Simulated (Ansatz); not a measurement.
Born–Oppenheimer molecular dynamics of Cl₂FH₄N₂Ta (10 atoms, charge 0, multiplicity 1). It starts from a relaxed structure.

These are results of RKS PBE/def2-SVP (Ansatz 0.2.0), not measurements.

```
ensemble                      : NVE (velocity Verlet)
time step                     : 0.5 fs
steps asked                   : 250
starting velocities drawn for : 2000 K
seed                          : 189273
```

First frame:

```xyz
10
Properties=species:S:1:pos:R:3
Ta -0.134 -0.145 -0.054
F 1.700 -0.670 -0.178
Cl 0.324 0.694 2.104
N 0.133 0.195 -1.995
H -0.476 0.779 -2.577
H 1.043 0.037 -2.445
Cl -1.971 1.339 -0.272
N -1.044 -1.870 0.075
H -1.336 -2.269 0.976
H -1.313 -2.479 -0.704
```

Question: How far do the bonds stretch over the last three quarters of this one trajectory? (Pairs bonded in most of those frames.)

Answer: 
```tsv
bond	mean (Å)	spread (Å)	shortest	longest
Ta1–F2	1.913	0.019	1.89	1.95
Ta1–Cl3	2.443	0.126	2.20	2.60
Ta1–N4	1.997	0.043	1.92	2.08
Ta1–Cl7	2.373	0.033	2.29	2.42
Ta1–N8	1.973	0.058	1.90	2.08
N4–H5	1.036	0.039	0.96	1.10
N4–H6	1.043	0.062	0.94	1.13
N8–H9	1.031	0.011	1.00	1.05
N8–H10	1.031	0.015	1.00	1.06
```

Pairs bonded in part of these frames only: Ta1–H9 16 %, Ta1–H10 14 %.

Mean temperature of the second half: 1002 K. The conserved energy stayed within 0.73 meV per atom of its start (net change 0.56 meV per atom), so the integration is sound. Over the second half the temperature averaged 0.50 of the 2000 K drawn at the start: a run that starts near a minimum puts about half its kinetic energy into the potential. A run of 0.12 ps of so small a system gives no equilibrium averages.

Time of the run: 2.8 min on 4 threads of AMD EPYC 9R45 96-Core Processor (Zen 5), on a shared host, peak memory 0.22 GiB.
